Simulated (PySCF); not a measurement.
Level of theory: PySCF 2.14.0 with PBE-D3(BJ)/def2-TZVP // r2SCAN-D4/def2-SVP. All species are isolated molecules in the gas phase. One relaxed conformer stands for a flexible species; it need not be the lowest. 

Reference species: [Nb(F)5] (neutral, multiplicity 1).

```
Quantity                                  Value
-------------------------------------  --------
LUMO                                   -4.20 eV
charge on the central atom (Mulliken)    1.80 e
```

Changed species: [Nb(F)2(NH2)3] (3 of 5 F replaced by NH2; the reference has 0 of 5 F replaced by NH2).

Predict the effect on the LUMO and charge on the central atom (Mulliken).

the LUMO goes up by 1.13 eV, to -3.07 eV; the charge on the central atom (Mulliken) falls by 0.13 e, to 1.67 e.
